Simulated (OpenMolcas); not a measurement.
## Te: thermal populations, worked from levels

```yaml
Program: OpenMolcas 26.06
Basis: ANO-RCC-VQZP [8s7p5d3f2g]
Scalar_Hamiltonian: DKH2, point nucleus
Active_space: 4 electrons in 3 orbitals (5p)
State_averaging: 2S+1 = 3 even, 3 roots; 2S+1 = 1 even, 6 roots
Spin-orbit_coupling: state interaction with AMFI integrals over the reference wave functions, term energies averaged over their components
```

Methods: CASSCF; SS-CASPT2, IPEA 0.25 Eh, imaginary shift 0.1 Eh (closed shells correlated: 4d 5s). Measured levels: NIST Handbook of Basic Atomic Spectroscopic Data.

**Thermal populations.** Z = Σ (2J + 1) exp(-E/kT) with k = 0.695035 cm-1/K, over the levels below. No other level of either list lies under 44200 cm-1, which is above 7 kT at each temperature.

| Level | 2J + 1 | SS-CASPT2 | measured |
| --- | --- | --- | --- |
| 5s2 5p4 3P2 | 5 | 0.0 | 0.0 |
| 5s2 5p4 3P1 | 3 | 4340 | 4751 |
| 5s2 5p4 3P0 | 1 | 4590 | 4706 |
| 5s2 5p4 1D2 | 5 | 10380 | 10558 |
| 5s2 5p4 1S0 | 1 | 23040 | 23198 |

```
T (K)  Z, SS-CASPT2  Z, measured levels  Ground level (%), SS-CASPT2  Ground level (%), measured levels
 3000         5.519               5.444                         90.6                               91.9
 5000         6.381               6.264                         78.4                               79.8
 8000         7.601               7.470                         65.8                               66.9
```

At 8000 K, kT = 5560 cm-1, and the computed levels give Z = 5.000 + 1.374 + 0.438 + 0.773 + 0.016 = 7.601.

CASPT2 does not keep the components of a term degenerate, so their means are used; among the terms shown or strongly mixed into the levels shown the widest spread is 190 cm-1 (5s2 5p4 1D, SS-CASPT2). With the s shell closed, the reference lacks s² → p² mixing. Computed and measured levels are paired by configuration, term and J; levels that our copy of the source lacks, or whose pairing is in doubt (as where it misses far off the trend of its configuration), stay unpaired and out of the deviations. Levels of configurations outside the active space are missing.
